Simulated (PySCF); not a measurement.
RuO₄, SMILES [O]=[Ru](=[O])(=[O])=[O], multiplicity 1. The structure is a stationary point at PBE-D3(BJ)/def2-SVP. The spin state was assumed, not searched. The isomer is the one that the SMILES or the coordinates give; other isomers of the formula were not compared. The def2 effective core potentials stand for the cores of Ru; spin–orbit coupling is left out.

Calculation: PBE-D3(BJ)/def2-SVP (PySCF 2.14.0).

Harmonic wavenumbers (cm⁻¹): 324, 324, 346, 346, 346, 927, 957, 957, 957. Rotational constants (GHz): 4.126, 4.126, 4.126; symmetry number 12.

Problem. Work out the zero-point energy and the ideal-gas rigid-rotor harmonic-oscillator thermochemistry at 298.15 K and 1 atm.

Solution. ZPE = ½ Σ hcν = ½ × 5485 cm⁻¹ = 32.81 kJ/mol. H − E(el) = 48.13 kJ/mol. Entropy in J/(mol K): translation 172.43, rotation 87.83, vibration 27.58, total 287.84. G − E(el) = -37.69 kJ/mol. Cp = 74.05 J/(mol K).
